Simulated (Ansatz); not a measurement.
System: B, charge 0, doublet.

Hartree-Fock and MP2 correlation energies in hartree (Ansatz, a quantum-chemistry and plane-wave program). Radicals and triplets start from unrestricted determinants; spin-orbit coupling is neglected. Correlated methods leave the cores frozen. No relativity.

| basis | X | E(HF) | E(corr, MP2) |
|---|---|---|---|
| cc-pVTZ | 3 | -24.53207 | -0.04408 |
| cc-pVQZ | 4 | -24.53297 | -0.04702 |
| cc-pV5Z | 5 | -24.53312 | withheld |

Task: Fit E(corr) = E∞ + A/X³ to X = 3 and 4, predict X = 5, and compare with the run.

Result: A = (-0.04408 - (-0.04702))/(1/27 - 1/64) = 0.1373; E∞ = -0.04702 - A/64 = -0.04917; at X = 5, E∞ + A/125 = -0.04807. The run gave -0.04820, 0.13 mEh below the prediction. The same form on X = 4 and 5 gives E∞ = -0.04944, 0.27 mEh below the first estimate.
